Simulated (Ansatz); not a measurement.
`Oc1cc2c3ccccc3c3c4ccccc4c4ccccc4c3c2c2ccccc12`. Total charge 0; singlet. Geometry PBE-D4/def2-SVP.

| atom | x (Å) | y (Å) | z (Å) |
| --- | --- | --- | --- |
| O1 | 3.630 | -3.862 | -1.324 |
| C2 | 2.694 | -2.938 | -0.979 |
| C3 | 2.456 | -2.555 | 0.326 |
| C4 | 1.515 | -1.531 | 0.652 |
| C5 | 1.261 | -1.154 | 2.037 |
| C6 | 2.040 | -1.664 | 3.108 |
| C7 | 1.797 | -1.304 | 4.430 |
| C8 | 0.771 | -0.381 | 4.720 |
| C9 | -0.014 | 0.130 | 3.692 |
| C10 | 0.180 | -0.257 | 2.335 |
| C11 | -0.555 | 0.368 | 1.246 |
| C12 | -1.800 | 1.113 | 1.422 |
| C13 | -2.711 | 0.813 | 2.472 |
| C14 | -3.939 | 1.463 | 2.583 |
| C15 | -4.308 | 2.439 | 1.636 |
| C16 | -3.455 | 2.719 | 0.571 |
| C17 | -2.206 | 2.066 | 0.431 |
| C18 | -1.315 | 2.327 | -0.694 |
| C19 | -1.454 | 3.471 | -1.520 |
| C20 | -0.572 | 3.722 | -2.568 |
| C21 | 0.502 | 2.838 | -2.803 |
| C22 | 0.654 | 1.703 | -2.012 |
| C23 | -0.258 | 1.402 | -0.962 |
| C24 | -0.023 | 0.274 | -0.059 |
| C25 | 0.823 | -0.860 | -0.391 |
| C26 | 0.902 | -1.414 | -1.737 |
| C27 | -0.028 | -1.087 | -2.767 |
| C28 | 0.074 | -1.631 | -4.041 |
| C29 | 1.114 | -2.538 | -4.357 |
| C30 | 1.996 | -2.937 | -3.362 |
| C31 | 1.885 | -2.415 | -2.046 |
| H32 | 4.090 | -4.153 | -0.515 |
| H33 | 3.019 | -3.058 | 1.127 |
| H34 | 2.873 | -2.347 | 2.895 |
| H35 | 2.423 | -1.715 | 5.236 |
| H36 | 0.604 | -0.043 | 5.754 |
| H37 | -0.763 | 0.896 | 3.929 |
| H38 | -2.469 | 0.009 | 3.179 |
| H39 | -4.628 | 1.189 | 3.396 |
| H40 | -5.278 | 2.953 | 1.715 |
| H41 | -3.774 | 3.438 | -0.196 |
| H42 | -2.254 | 4.196 | -1.309 |
| H43 | -0.695 | 4.623 | -3.188 |
| H44 | 1.232 | 3.051 | -3.598 |
| H45 | 1.513 | 1.041 | -2.179 |
| H46 | -0.856 | -0.404 | -2.545 |
| H47 | -0.670 | -1.359 | -4.806 |
| H48 | 1.200 | -2.952 | -5.373 |
| H49 | 2.777 | -3.684 | -3.562 |

Single mean-field runs in def2-SVP, def2-TZVP are fitted with def2-universal-jkfit.

Problem. Estimate the orbital energies around the gap (eV) in Ansatz with LDA (SPW92)/def2-TZVP, BLYP-D4/def2-TZVP, PBE0-D4/def2-SVP, PBE0-D4/def2-TZVP, BHLYP-D4/def2-TZVP.

Solution. 
```csv
orbital,LDA (SPW92)/def2-TZVP,BLYP-D4/def2-TZVP,PBE0-D4/def2-SVP,PBE0-D4/def2-TZVP,BHLYP-D4/def2-TZVP
HOMO−13,-8.32,-8.05,-9.61,-9.60,-11.00
HOMO−12,-8.24,-7.99,-9.58,-9.56,-10.81
HOMO−11,-8.08,-7.72,-9.25,-9.24,-10.57
HOMO−10,-7.87,-7.59,-9.14,-9.12,-10.39
HOMO−9,-7.61,-7.27,-8.76,-8.75,-9.89
HOMO−8,-7.25,-6.80,-8.12,-8.13,-9.00
HOMO−7,-7.02,-6.57,-7.82,-7.83,-8.69
HOMO−6,-6.85,-6.42,-7.72,-7.75,-8.64
HOMO−5,-6.79,-6.36,-7.61,-7.62,-8.44
HOMO−4,-6.54,-6.10,-7.31,-7.31,-8.09
HOMO−3,-6.06,-5.62,-6.74,-6.75,-7.46
HOMO−2,-5.84,-5.41,-6.49,-6.50,-7.16
HOMO−1,-5.50,-5.06,-6.07,-6.08,-6.69
HOMO,-5.04,-4.60,-5.53,-5.54,-6.10
LUMO,-2.66,-2.22,-1.67,-1.72,-0.82
LUMO+1,-2.52,-2.06,-1.47,-1.54,-0.63
LUMO+2,-2.16,-1.71,-1.02,-1.11,-0.15
LUMO+3,-2.04,-1.59,-0.86,-0.97,0.00
LUMO+4,-1.62,-1.17,-0.37,-0.48,0.55
LUMO+5,-1.13,-0.69,0.18,0.07,1.14
```
